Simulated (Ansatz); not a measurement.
A single point on C3H7BO, SMILES `CB(C)C=O`.

```yaml
crystal:
  periodic: [false, false, false]
  atoms:
    - {symbol: C, position_ang: [-1.362682, -0.259513, 0.628739]}
    - {symbol: B, position_ang: [0.014541, 0.074601, -0.020433]}
    - {symbol: C, position_ang: [1.321343, -0.736686, 0.231835]}
    - {symbol: C, position_ang: [0.086818, 1.279158, -1.046338]}
    - {symbol: O, position_ang: [-0.166274, 1.102094, -2.219151]}
    - {symbol: H, position_ang: [-1.539486, 0.483572, 1.420705]}
    - {symbol: H, position_ang: [-1.409230, -1.244741, 1.096553]}
    - {symbol: H, position_ang: [-2.194245, -0.142881, -0.071727]}
    - {symbol: H, position_ang: [1.295657, -1.356627, 1.130106]}
    - {symbol: H, position_ang: [2.235924, -0.138395, 0.219296]}
    - {symbol: H, position_ang: [1.404466, -1.420147, -0.627444]}
    - {symbol: H, position_ang: [0.390071, 2.304466, -0.708241]}
basis:
  gaussian: {orbitals: def2-QZVPP}
correlation: {method: mp2}
```

```sh
$ ansatz run in.yaml --threads 4 --pin off --events-out ev --progress --plain --max-ram 10444MiB
```

It prints (some lines left out):

```
Functional definition: HF
2957 factors; integrals over basis functions are off by at most 9.0e-4 eV
mean field evaluation 1: about -5908.3253 eV, gradient 4.6e1 eV
mean field evaluation 2: about -5908.4275 eV, gradient 4.6e1 eV
mean field evaluation 4: about -5913.2932 eV, gradient 6.3e0 eV
mean field evaluation 8: about -5913.4081 eV, gradient 3.8e-1 eV
mean field -5913.40916106 eV, -217.3137784162 hartree, gradient 2.1e-6 eV, S^2 0.000000; 0 other end points of the search recorded, 0 dependent functions left out
5 core orbitals not correlated: weight in the atoms' cores, before any rotation towards them, 1.000 or more for the frozen orbitals, at most 0.000 for the correlated occupied ones
reference -5913.40916106 eV, -217.3137784162 hartree; 14, 14 occupied and 476, 476 virtual orbitals, 2957 factors
second order -24.23845260 eV of doubles, -0.00000000 eV of singles
Total energy: -5937.64761366 eV, -218.2045251200 hartree
```

It took 70 s on 4 threads of an Intel Xeon on a shared host, with 3.2 GiB of host memory at the peak.
